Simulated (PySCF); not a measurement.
AsFH4Si, SMILES [AsH2][SiH2]F.

Geometry: TPSSh-D3(BJ)/def2-SVP.

Calculation: TPSSh-D3(BJ)/def2-SVP run with PySCF 2.14.0.

Frequencies are harmonic and unscaled.

| mode | ν (cm⁻¹) | IR (km/mol) | Raman (Å⁴/amu) | depolarisation | moving atoms (share of kinetic energy) |
|---|---|---|---|---|---|
| 1 | 110 | 0.5 | 0.5 | 0.75 | H 86 %, F 8 % |
| 2 | 162 | 4.6 | 0.6 | 0.70 | F 61 %, As 19 %, Si 14 % |
| 3 | 359 | 7.6 | 18.5 | 0.21 | Si 59 %, As 24 %, H 15 % |
| 4 | 440 | 19.0 | 3.9 | 0.36 | H 93 % |
| 5 | 603 | 8.9 | 12.0 | 0.72 | H 88 % |
| 6 | 686 | 29.9 | 12.6 | 0.75 | H 84 %, Si 12 % |
| 7 | 745 | 23.8 | 24.6 | 0.74 | H 95 % |
| 8 | 856 | 24.4 | 8.3 | 0.74 | F 48 %, H 35 %, Si 17 % |
| 9 | 912 | 390.5 | 13.9 | 0.53 | H 66 %, Si 23 %, F 11 % |
| 10 | 965 | 94.8 | 18.2 | 0.70 | H 87 %, Si 10 % |
| 11 | 996 | 30.4 | 34.4 | 0.75 | H 98 % |
| 12 | 2194 | 68.8 | 160.4 | 0.20 | H 99 % |
| 13 | 2213 | 65.4 | 153.5 | 0.54 | H 99 % |
| 14 | 2261 | 111.5 | 221.4 | 0.07 | H 98 % |
| 15 | 2272 | 151.1 | 93.1 | 0.74 | H 96 % |
